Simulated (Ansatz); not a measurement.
Reaction (redistribution): `C=C(S)[SiH2]Cl` + `[SiH3][GeH2][Cl]` → `C=C(S)[SiH2][SiH3]` + `[Cl][GeH2][Cl]`

Isolated molecules relaxed with PBE0-D4/def2-TZVP in Ansatz; ΔE leaves out vibrations. CBS: MP2 limit from def2 TZ/QZ plus the TZ coupled-cluster correction, frozen cores. For Ge outer-core shells are correlated without core-valence functions, which leaves a few kJ/mol of doubt a bond. Scalar relativity is left out up to krypton. Each species was taken in one conformer, which may not be the lowest.

| species | MP2/CBS(def2) energy (Eh) |
| --- | --- |
| `C=C(S)[SiH2]Cl` | -1225.67222 |
| `[SiH3][GeH2][Cl]` | -2827.93535 |
| `C=C(S)[SiH2][SiH3]` | -1056.70888 |
| `[Cl][GeH2][Cl]` | -2996.88119 |

(1) Work out ΔE.

Largest T1 diagnostic among the species: 0.013.

Answers

(1) ΔE = (-1056.70888) + (-2996.88119) − (-1225.67222) − (-2827.93535) = 0.01750 Eh = +11.0 kcal/mol. CCSD(T)/CBS gives +10.1 kcal/mol.
